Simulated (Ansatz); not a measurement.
Consider the ligand exchange at the Si–F bond: `F[SiH2]N[SiH3]` + `C=N` → `C=N[SiH2]N[SiH3]` + H–F.

Computed with Ansatz on PBE0-D4/def2-TZVP structures; ΔE is electronic, products minus reactants. CBS: MP2 limit from def2 TZ/QZ plus the TZ coupled-cluster correction, frozen cores. This one scheme is used for every species. DFT in def2-TZVPP. Each species was taken in one conformer, which may not be the lowest.

```tsv
level	ΔE (eV)
PBE0-D4	1.04
PBE	1.10
PBE0	1.09
SCS-MP2/def2-QZVPP	1.11
```

(1) What does CCSD(T)/CBS give? (Estimate.)

Largest T1 diagnostic among the species: 0.012.

Answers

(1) Ansatz gave: +1.09 eV. The listed levels differ from it by -0.05, 0.01, 0.00, 0.02 eV.

The D4 term adds −0.10 eV with B3LYP and −0.06 eV with PBE0; it sums over pairs of atoms, weighted by their polarisabilities, and B3LYP, whose exchange is more repulsive, gets the larger term. Leaving LDA and LC-ωPBE aside and taking each functional with its dispersion term where it has one, the values, not all of them listed here, spread over 0.18 eV, from revPBE-D4 to B2PLYP. LDA lies −0.07 eV from PBE without D4.

B3LYP here is the variant with VWN-RPA as its local correlation; programs differ in this.
